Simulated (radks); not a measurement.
The numbers below are computed, except where a source is named.
These are the eigenvalues of the occupied orbitals of an atom or ion with whole-number occupations (eV). Level of theory: Dirac Kohn-Sham, PBE, spin-unpolarised, spherical densities, finite nucleus; Fermi nuclear charge, rms radius of each element as measured or else 0.836 A^(1/3) + 0.57 fm (a radial shooting solver on a logarithmic mesh with Libxc functionals).

1s1/2: -33626.17
2s1/2: -5745.581
2p1/2: -5434.476
2p3/2: -5134.804
3s1/2: -1647.511
3p1/2: -1519.229
3p3/2: -1461.101
3d3/2: -1237.364
3d5/2: -1224.915
4s1/2: -717.8601
4p1/2: -668.2661

Which element is it, and in what charge state? The configuration may be excited. Open shells, if any, fill j = l - 1/2 first.

Answer. Z = 53, iodine, charge +22: I22+ in [Ar] 3d10 4s2 4p1. The list shows which subshells hold electrons but not how many an open one holds; the 1s level, -1235.7 hartree, gives Z - s = 49.7 by -(Z - s)^2/2, which with screening and relativity narrows Z to a few neighbours, and the depths of the outer levels then fix element, charge and occupations together.
